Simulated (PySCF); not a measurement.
Computed properties of BrHSSi, SMILES Br[Si]S

Si(Br)(SH) (BrHSSi), SMILES [Si](Br)S (connectivity only; charge and spin as stated), neutral, multiplicity 1. Geometry optimised at B3LYP-D3(BJ)/def2-TZVP. One conformer was computed; it need not be the lowest. All values are computed for the isolated molecule unless a solvent is named; none is compared with measurement here.

**Structure.** The optimised structure has Cs symmetry. All 6 harmonic modes at B3LYP-D3(BJ)/def2-TZVP (PySCF) are real, so it is a minimum. With heavy atoms numbered as in [Si:1]([Br:2])[SH:3], the shortest bond between them is Si1–S3 at 2.148 Å and the longest Si1–Br2 at 2.280 Å.

**Vibrations.** The strongest infrared lines (harmonic, unscaled, degenerate partners summed) lie at 379 cm⁻¹ (84 km/mol, Si 72 %, Br 25 %), 492 cm⁻¹ (69 km/mol, Si 55 %, S 40 %), 396 cm⁻¹ (11 km/mol, H 95 %). The softest mode is at 148 cm⁻¹ and the zero-point energy is 6.9 kcal/mol.

**Electronic structure.** B3LYP/def2-TZVPD (PySCF) places the frontier levels at -7.09 and -2.85 eV, a gap of 4.24 eV, and gives a dipole moment of 1.88 D and a mean polarisability of 77.9 bohr³.

**Excitations.** TDDFT-CAM-B3LYP/def2-SVPD (PySCF) has S1 at 3.50 eV (354 nm, f = 0.013, weak); the most intense of the 10 singlets computed lies at 6.61 eV (f = 0.29). T1 (TDA) is at 2.29 eV. No vertical singlet excitation falls in the visible range (under 3.1 eV).

**NMR.** GIAO shifts at PBE0/pcSseg-2 (PySCF) (non-relativistic, atoms alike by connectivity averaged): ¹H at 5.5 ppm against TMS; ²⁹Si at 399.5 ppm against TMS. Without spin–orbit terms, shifts of atoms bonded to Cl or Br come out too high.
